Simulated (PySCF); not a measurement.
CBr₂, SMILES Br[C]Br (connectivity only; charge and spin as stated), neutral, multiplicity 1. The structure is a stationary point at PBE-D3(BJ)/def2-TZVP.

Computed with PBE-D3(BJ)/def2-TZVP (PySCF 2.14.0).

Harmonic wavenumbers (cm⁻¹): 186, 585, 619. Rotational constants (GHz): 37.84, 1.293, 1.250; symmetry number 2.

**Question.** Work out the zero-point energy and the ideal-gas rigid-rotor harmonic-oscillator thermochemistry at 298.15 K and 1 atm.

**Answer.** ZPE = ½ Σ hcν = ½ × 1390 cm⁻¹ = 1.99 kcal/mol. H − E(el) = 4.92 kcal/mol. Entropy in cal/(mol K): translation 41.33, rotation 24.69, vibration 3.16, total 69.18. G − E(el) = -15.70 kcal/mol. Cp = 11.86 cal/(mol K).
